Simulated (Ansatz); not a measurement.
O$_{2}$Ti, charge +1, doublet (typed; the unrestricted solution is spin-contaminated), at a GFN2-xTB geometry (such geometries of metal compounds can be far from the true shape) (the multiplicity is a formal guess); WB97X/def2-SVPD run with Ansatz (a first-principles code).

Ansatz was given this input:
Ansatz 0.2 input:
```yaml
crystal:
  periodic: [false, false, false]
  atoms:
    - {symbol: Ti, position_ang: [0.30137621, 0.05766473, 0.36104120]}
    - {symbol: O, position_ang: [0.50471034, 0.08192814, -1.28939438]}
    - {symbol: O, position_ang: [-1.33349493, -0.24050615, 0.29653107]}
basis:
  gaussian:
    orbitals: def2-SVPD
hamiltonian:
  xc: {name: wB97X}
total_charge: 1
magnetization: {spin_polarized: true, initial_magnetization: 1}
accuracy: high
```

It wrote (shortened):

```
Functional definition: wB97X
1653 factors; integrals over basis functions are off by at most 3.5e-9 eV
359 factors; integrals over basis functions are off by at most 1.9e-9 eV
mean field evaluation 1: about -27162.9135 eV, gradient 8.2e1 eV
mean field evaluation 2: about -26658.2766 eV, gradient 3.3e2 eV
mean field evaluation 4: about -27191.6179 eV, gradient 2.0e1 eV
mean field evaluation 8: about -27193.0010 eV, gradient 3.9e-1 eV
mean field evaluation 16: about -27193.0434 eV, gradient 5.5e-3 eV
mean field evaluation 32: about -27193.0434 eV, gradient 3.2e-6 eV
mean field -27193.04343592 eV, -999.3259141631 hartree, gradient 8.5e-8 eV, S^2 0.854983; 3 other end points of the search recorded, 0 dependent functions left out
reference -27193.04343150 eV, -999.3259140008 hartree; 19, 18 occupied and 61, 62 virtual orbitals, 1653 factors
Total energy: -27193.04343150 eV, -999.3259140008 hartree
```
